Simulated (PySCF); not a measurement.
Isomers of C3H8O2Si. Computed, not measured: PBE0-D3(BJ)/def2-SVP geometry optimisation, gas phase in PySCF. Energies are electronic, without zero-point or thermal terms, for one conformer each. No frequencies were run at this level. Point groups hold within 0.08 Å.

Question: Order them by energy at this level, lowest first, and give relative energies in kcal/mol.
A. `[SiH3:1][O:2][CH:3]1[CH2:4][O:5][CH2:6]1` with Si1–O2–C3–C4 -91°, O2–C3–C4–O5 -124°, C3–C4–O5–C6 10°, C4–O5–C6–C3 -10°, O2–C3–C6–O5 127°
B. `[CH3:1][SiH2:2][O:3][C:4]([CH3:5])=[O:6]` with C1–Si2–O3–C4 -65°, Si2–O3–C4–C5 -179°
C. `[CH3:1]/[CH:2]=[CH:3]\[O:4][SiH2:5][OH:6]` with C2–C3–O4–Si5 -170°, C3–O4–Si5–O6 76°, O4–Si5–O6–H 64°

Answer: B (0.0), C (10.5), A (59.6).

As drawn, the lowest has a C=O bond, a C(=O)–O unit and an Si–C bond, which the highest lacks; the highest has a four-membered ring, which the lowest lacks.

```json
{"SMILES": "C[SiH2]OC(C)=O", "E (Eh)": "-558.43205", "E rel (kcal/mol)": "0.0", "dipole (D)": "1.40", "point group": "C1", "A, B, C (MHz)": "5908, 1764, 1560"}
{"SMILES": "C/C=C\\O[SiH2]O", "E (Eh)": "-558.41526", "E rel (kcal/mol)": "10.5", "dipole (D)": "0.88", "point group": "C1", "A, B, C (MHz)": "7721, 1230, 1228"}
{"SMILES": "[SiH3]OC1COC1", "E (Eh)": "-558.33707", "E rel (kcal/mol)": "59.6", "dipole (D)": "1.89", "point group": "C1", "A, B, C (MHz)": "9150, 1478, 1356"}
```
